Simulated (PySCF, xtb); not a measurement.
Sn(H)(F)(OH)2 (FH3O2Sn), SMILES [F][SnH]([OH])[OH]. The values are those of a single conformer.

Harmonic wavenumbers (cm⁻¹) from GFN2-xTB run with xtb at its own minimum, in rising order: 102, 137, 156, 190, 261, 396, 430, 444, 478, 524, 821, 843, 1759, 3591, 3615.

Task: What does B3LYP-D3(BJ)/def2-SVP (PySCF) give at its own minimum? (Estimate from the structure and the level; the computed values follow.)

Result: 108, 161, 183, 194, 237, 538, 551, 621, 629, 643, 856, 867, 1978, 3808, 3820. Paired by order, the mean absolute difference is 100 cm⁻¹ and the zero-point energies are 19.7 and 21.7 kcal/mol.
